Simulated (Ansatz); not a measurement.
Computed with Ansatz on PBE0-D4/def2-TZVP structures; ΔE is electronic, products minus reactants. CCSD(T)/CBS adds triple-zeta CCSD(T) − MP2 to the extrapolated MP2 energy (def2 sets, frozen cores). This one scheme is used for every species. DFT in def2-TZVPP. B3LYP here is the variant with VWN-RPA as its local correlation; programs differ in this. Each species was taken in one conformer, which may not be the lowest.

`C[SiH]([AlH2])CF` + H₂S → `C[SiH](S)CF` + `[AlH3]`  (cleavage of the Si–Al bond)

`C[SiH]([AlH2])CF`:

Z-matrix (Å, degrees):
```
C
Si 1 1.880
H 1 1.092 2 111.0
H 1 1.092 2 109.9 3 119.9
H 1 1.092 2 111.3 3 -120.3
Al 2 2.465 1 114.7 3 60.4
C 2 1.903 1 109.2 3 -175.3
H 2 1.497 1 108.6 3 -59.7
H 6 1.592 2 121.3 1 145.3
H 6 1.591 2 120.5 1 -35.9
F 7 1.395 2 110.8 1 54.6
H 7 1.095 2 111.3 1 174.8
H 7 1.096 2 111.5 1 -65.1
```

H₂S:

```xyz
3

S     0.520    0.191    0.276
H     0.072   -1.004   -0.135
H    -0.592    0.813   -0.142
```

`C[SiH](S)CF`:

Cartesian coordinates in Å:
```
C 1.424 -0.460 -0.620
Si 0.194 0.175 0.623
S 0.130 2.315 0.729
C -1.543 -0.448 0.196
F -1.531 -1.835 0.054
H 2.438 -0.154 -0.357
H 1.200 -0.081 -1.620
H 1.385 -1.552 -0.655
H 0.545 -0.242 2.005
H -0.079 2.482 -0.589
H -2.263 -0.187 0.978
H -1.900 -0.013 -0.744
```

`[AlH3]`:

```xyz
4

Al    0.000    0.000    0.000
H    -0.187   -1.255    0.952
H     1.349    0.185   -0.812
H    -1.162    1.070   -0.139
```

Q: Is it downhill or uphill in electronic energy at CCSD(T)/CBS, and by how much? (Estimate.)

A: Ansatz gave: Downhill: ΔE = -67.7 kJ/mol.

Q: What do these levels give: B3LYP-D4, CAM-B3LYP-D4, revPBE, r2SCAN0, BHLYP, HF/def2-SVP, HF/def2-TZVPP, MP2/def2-TZVPP, SCS-MP2/def2-TZVPP, CCSD/def2-TZVPP, CCSD(T)/def2-TZVPP, MP2/def2-QZVPP? (Estimate.)

A: Computed: B3LYP-D4 -67.1, CAM-B3LYP-D4 -69.6, revPBE -52.5, r2SCAN0 -67.8, BHLYP -70.0, HF/def2-SVP -70.6, HF/def2-TZVPP -75.5, MP2/def2-TZVPP -76.2, SCS-MP2/def2-TZVPP -74.0, CCSD/def2-TZVPP -65.0, CCSD(T)/def2-TZVPP -64.7, MP2/def2-QZVPP -78.0 kJ/mol.

Largest T1 diagnostic among the species: 0.012.

Leaving LDA and LC-ωPBE aside and taking each functional with its dispersion term where it has one, the values, not all of them listed here, spread over 21.6 kJ/mol, from B97M-V to PBE-D4. At CCSD(T), def2-SVP lies +8.3 kJ/mol from the extrapolated value and def2-TZVPP +3.0 kJ/mol.
